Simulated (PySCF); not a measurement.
Level of theory: PBE0-D4/def2-TZVP (PySCF). Gas-phase values, no solvent. One relaxed conformer stands for a flexible species; it need not be the lowest. Excitations are Tamm–Dancoff values on a coarser integration grid. The basis has no diffuse functions, so Rydberg states are missing or too high.

Reference species (SMILES): `Br[Si](Br)(Br)Br` (neutral, multiplicity 1).

S1 excitation (TDA): 5.77 eV
HOMO: -8.69 eV
HOMO–LUMO gap: 7.05 eV
S1 oscillator strength: 0.000

After one change: the S1 excitation (TDA) increases by 2.39 eV; the HOMO decreases by 0.42 eV; the HOMO–LUMO gap increases by 2.55 eV; the S1 oscillator strength is nearly the same.

Q: What was changed between the two runs? The new species is one of these.
A. `O[Si](Br)(Br)Br` (H–O–Si–Br torsion 180°)
B. `O[Si](O)(O)O`
C. `O[Si](O)(Br)Br` (H–O–Si–Br torsion -66°, Br–Si–O–H torsion -46°)

A: B, `O[Si](O)(O)O`
